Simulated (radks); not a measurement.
The neon ion Ne4+, configuration [He] 2s2 2p1 3p1 (not the ground configuration).

Calculated with a radial shooting solver on a logarithmic mesh with Libxc functionals: Dirac Kohn-Sham, PBE, spin-unpolarised, spherical densities, finite nucleus; open shells fill j = l - 1/2 first; Fermi nuclear charge, rms radius 3.0055 fm.

Energy parts (eV):
part                     energy
total                 -3204.856
kinetic                3209.367
electron-nucleus      -7031.805
Hartree                 858.346
exchange-correlation   -240.764

Orbitals (lengths in bohr, moments of r in powers of bohr; r(max) is where P^2 peaks; r(90%) holds 90 % of the orbital's charge):
1s1/2: occ. 2; eigenvalue (eV) -977.7351; r(90%) 0.281; r(max) 0.1025; small-component weight 1.24e-03
2s1/2: occ. 2; eigenvalue (eV) -145.6878; r(90%) 1.14; r(max) 0.6171; small-component weight 2.07e-04
2p1/2: occ. 1; eigenvalue (eV) -125.2947; r(90%) 1.10; r(max) 0.5202; small-component weight 1.93e-04
2p3/2: occ. 0; eigenvalue (eV) -125.0990; r(90%) 1.10; r(max) 0.5212; small-component weight 1.93e-04
3s1/2: occ. 0; eigenvalue (eV) -46.9502; r(90%) 2.90; r(max) 1.842; small-component weight 5.95e-05
3p1/2: occ. 1; eigenvalue (eV) -41.4966; r(90%) 3.00; r(max) 1.867; small-component weight 5.48e-05
3p3/2: occ. 0; eigenvalue (eV) -41.4599; r(90%) 3.01; r(max) 1.869; small-component weight 5.47e-05
3d3/2: occ. 0; eigenvalue (eV) -35.0907; r(90%) 2.94; r(max) 1.620; small-component weight 4.68e-05
3d5/2: occ. 0; eigenvalue (eV) -35.0849; r(90%) 2.94; r(max) 1.620; small-component weight 4.68e-05
4p1/2: occ. 0; eigenvalue (eV) -20.0223; r(90%) 5.75; r(max) 4.024; small-component weight 2.64e-05
4p3/2: occ. 0; eigenvalue (eV) -20.0088; r(90%) 5.75; r(max) 4.027; small-component weight 2.64e-05
4f5/2: occ. 0; eigenvalue (eV) -16.6130; r(90%) 5.32; r(max) 3.251; small-component weight 2.03e-05
4f7/2: occ. 0; eigenvalue (eV) -16.6124; r(90%) 5.32; r(max) 3.251; small-component weight 2.03e-05

The highest occupied level is 3p1/2 at -41.497 eV. The configuration is held as typed, so some empty levels lie below it. Summed over all electrons, <r^2> = 6.648 bohr^2, which gives a Langevin (diamagnetic) susceptibility term of -5.27 x 10^-6 cm^3/mol.
